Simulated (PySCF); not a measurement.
ZnF, SMILES [F][Zn] (connectivity only; charge and spin as stated), neutral, multiplicity 2. Atoms are numbered in the order given.

```xyz
2

Zn     0.0000     0.0000    -0.4131
F      0.0000     0.0000     1.3769
```
Charge 0, spin multiplicity 2.

Coordinates come from a PBE0-D3(BJ)/def2-TZVPD optimisation. The multiplicity is an assumed one; other spin states were not compared.

Level of theory: PBE0-D3(BJ)/def2-TZVPD run with PySCF.

Frequencies are harmonic and unscaled.

Computed normal modes with their intensities:
```tsv
mode	ν (cm⁻¹)	IR (km/mol)	moving atoms (share of kinetic energy)
1	593	75.2	F 77 %, Zn 23 %
```
